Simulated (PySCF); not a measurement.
A basis-limit estimate, worked out

An elementary step of SiNH$_{5}$ClF, singlet (SiNH₄Cl ([NH2][SiH2][Cl]) + HF → SiH₂ClF ([F][SiH2][Cl]) + NH₃; bonds formed: Si1–F7, N2–H6; bonds broken: Si1–N2, H6–F7). “Start” is the structure reached by relaxing down from the saddle towards the reactants; PBE0-D4/def2-TZVP structures. The saddle:

Si1  (-0.746, -0.336, -0.127)
N2  (1.064, 0.013, -0.071)
H3  (-0.766, -1.406, -1.170)
H4  (-1.288, -0.984, 1.079)
Cl5  (-1.791, 1.123, -1.113)
H6  (0.735, 0.800, 0.772)
F7  (-0.287, 1.163, 1.327)
H8  (1.441, 0.390, -0.933)
H9  (1.639, -0.762, 0.237)
(Å)

PySCF 2.14 with density fitting (its default auxiliary sets; JK sets also for MP2 and CCSD(T)); basis: def2-TZVPP and def2-QZVPP; cores frozen in the correlated methods.

Energies in eV:

| quantity | saddle | start |
| --- | --- | --- |
| Hartree–Fock, triple zeta (X = 3) | -24636.38278 | -24637.66321 |
| Hartree–Fock, quadruple zeta (X = 4) | -24637.17796 | -24638.46873 |
| MP2 correlation, X = 3 | -22.40028 | -21.95248 |
| MP2 correlation, X = 4 | -24.38049 | -23.92372 |
| CCSD(T) correlation, X = 3 | -24.29879 | -23.88076 |

(1) Work out the barrier at the basis limit: extrapolate Hartree–Fock as E(X) = E∞ + A exp(−7.88 √X) and the MP2 correlation as E(X) = E∞ + B X^−2.97 (the exponents that Neese and Valeev fitted for def2-TZVPP and QZVPP), then add CCSD(T) − MP2 in triple zeta.

No T1 diagnostic of these runs exceeds 0.011.

Answers

(1) Each step is linear, so take the differences first (saddle − start): Hartree–Fock 1.28043 (X = 3) and 1.29077 (X = 4); MP2 correlation -0.44780 and -0.45677; CCSD(T) correlation -0.41803.
Two points give E∞ = E(4) + w [E(4) − E(3)], with w = 1/(exp(7.88 (2 − √3)) − 1) = 0.1377 for Hartree–Fock and w = 1/((4/3)^2.97 − 1) = 0.7407 for the correlation.
Hartree–Fock: 1.29077 + 0.1377 × 0.01034 = 1.2922 eV.
MP2 correlation: -0.45677 + 0.7407 × (-0.00897) = -0.4634 eV.
CCSD(T) − MP2: -0.41803 − (-0.44780) = 0.0298 eV.
Sum: 1.2922 + (-0.4634) + 0.0298 = 0.8586 eV, or 19.80 kcal/mol. Plain CCSD(T) in triple zeta gives 0.8624 eV, so the larger basis shifts the result by -0.0038 eV.

Steps of this kind, hydrogen fluoride cutting a network bond, underlie vapour etching and the fluorination step of atomic layer etching.

Labels in which every atom is bracketed show which atoms are joined, not bond orders.

For scale, one of the runs: CCSD(T)/def2-TZVPP, 216 basis functions, launched by `OMP_NUM_THREADS=4 python run.py`. Hardware: 4 CPU threads of an Intel Xeon Platinum 8488C, shared host. Wall time 5.6 min; peak host memory 3.4 GiB.
